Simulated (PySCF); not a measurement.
# TiBr2: what the settings change

The complex TiBr2 (charge 0) contains Ti(II), shell d2. The structure is a PBE0-D3(BJ)/def2-TZVP geometry optimised for multiplicity 3; coordination linear, point group D∞h, metal–donor distances 2.39 Å.

```
3

Ti    0.0000    0.0000    0.0000
Br    0.0000    0.0000    2.3917
Br    0.0000    0.0000   -2.3919
```

Method (PySCF 2.14, density fitting): CASSCF(2,5) with orbitals averaged over all microstates of the shell, strongly contracted NEVPT2 on the averaged canonical orbitals; basis x2c-TZVPall on the metal, x2c-SVPall elsewhere; spin-free X2C; gas phase; spin-orbit coupling by state interaction with the mean-field operator over all roots.

Base run: NEVPT2 ground state 3Δg, next 3Φg at 3978, then 3Σg- at 4093 cm⁻¹, B(CASSCF) 734, ζ 110 cm⁻¹, μeff(300 K) 3.06 μB.

**Question.** What happens with the basis x2c-TZVPall on all atoms?

**Answer.** NEVPT2 ground state 3Δg, next 3Φg at 4041, then 3Σg- at 4136 cm⁻¹, B(CASSCF) 733, ζ 110 cm⁻¹, μeff(300 K) 3.06 μB. It took 19 s against 14 s on a shared host of the same kind.

**Question.** What happens with orbitals averaged over the highest spin alone?

**Answer.** NEVPT2 ground state 3Δg, next 3Φg at 3937, then 3Σg- at 4085 cm⁻¹, B(CASSCF) 744, ζ 111 cm⁻¹, μeff(300 K) 3.05 μB.

NEVPT2 lifts 3Πg from 2621 to 4807 cm⁻¹; on the d shell alone such lifts tend to overshoot. An active orbital has only 0.74 squared overlap with the free ion's shell, so the metal shell alone is a small active space here.
